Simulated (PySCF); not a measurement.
Isomers of CH3BO. All species are isolated molecules in the gas phase. One relaxed conformer stands for each flexible species; it need not be the lowest. Strings in code marks are SMILES.

Level of theory: B3LYP-D3(BJ)/def2-TZVP (PySCF 2.14.0). All candidates: neutral, multiplicity 1. B3LYP has the VWN-RPA correlation part, as in Gaussian. Excitations are Tamm–Dancoff values on a coarser integration grid. The basis has no diffuse functions, so Rydberg states are missing or too high.

```json
{
 "S1 excitation (TDA)": "8.23 eV",
 "HOMO–LUMO gap": "9.49 eV",
 "LUMO": "0.03 eV"
}
```

**Question.** Identify which member has these values.
A. `B1CO1`
B. `[H]/B=C/O` (B–C–O–H torsion 0°)
C. `CB=O`
D. `C=BO` (C–B–O–H torsion 180°)

**Answer.** C, `CB=O`. The others give `B1CO1`: 5.92 eV, 7.45 eV, -0.65 eV; `[H]/B=C/O` (B–C–O–H torsion 0°): 1.87 eV, 3.41 eV, -2.27 eV; `C=BO` (C–B–O–H torsion 180°): 4.30 eV, 5.56 eV, -0.35 eV
